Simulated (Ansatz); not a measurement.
Reactions of `[OH][GeH]1[O][SiH2]1`.

Program: Ansatz. Geometries: PBE0-D4/def2-TZVP. ΔE: electronic, gas phase. CBS: MP2 limit from def2 TZ/QZ plus the TZ coupled-cluster correction, frozen cores. Double bonds are as drawn, so ΔE can hold a change between cis and trans. DFT in def2-TZVPP. B3LYP here is the variant with VWN-RPA as its local correlation; programs differ in this. For Ga, Ge outer-core shells are correlated without core-valence functions, which leaves a few kJ/mol of doubt a bond. Scalar relativity is left out up to krypton. Each species was taken in one conformer, which may not be the lowest.

```json
{"reaction": "`[OH][GeH]1[O][SiH2]1` + `O[SiH](O)CF` → `F[CH2][GeH]1[O][SiH2]1` + `O[SiH](O)O`", "PBE0-D4 (kJ/mol)": "-73", "B3LYP-D4 (kJ/mol)": "-73"}
{"reaction": "`[OH][GeH]1[O][SiH2]1` + `[Cl][GaH2]` → `[O]1[SiH2][GeH2]1` + `[OH][GaH][Cl]`", "PBE0-D4 (kJ/mol)": "-30", "B3LYP-D4 (kJ/mol)": "-30"}
{"reaction": "`[OH][GeH]1[O][SiH2]1` + `O[SiH](F)S[SiH2]Cl` → `[F][GeH]1[O][SiH2]1` + `O[SiH](O)S[SiH2]Cl`", "PBE0-D4 (kJ/mol)": "13", "B3LYP-D4 (kJ/mol)": "13"}
{"reaction": "`[OH][GeH]1[O][SiH2]1` + `N/C=C(\\N)F` → `[NH2][GeH]1[O][SiH2]1` + `N/C=C(\\O)F`", "PBE0-D4 (kJ/mol)": "40", "B3LYP-D4 (kJ/mol)": "43"}
```

Q: Give the CCSD(T)/CBS values in the same order. (Best estimate.)

A: Ansatz gave: -76, -33, 17, 42 kJ/mol.

Largest T1 diagnostic: 0.014, for `[OH][GeH]1[O][SiH2]1`.
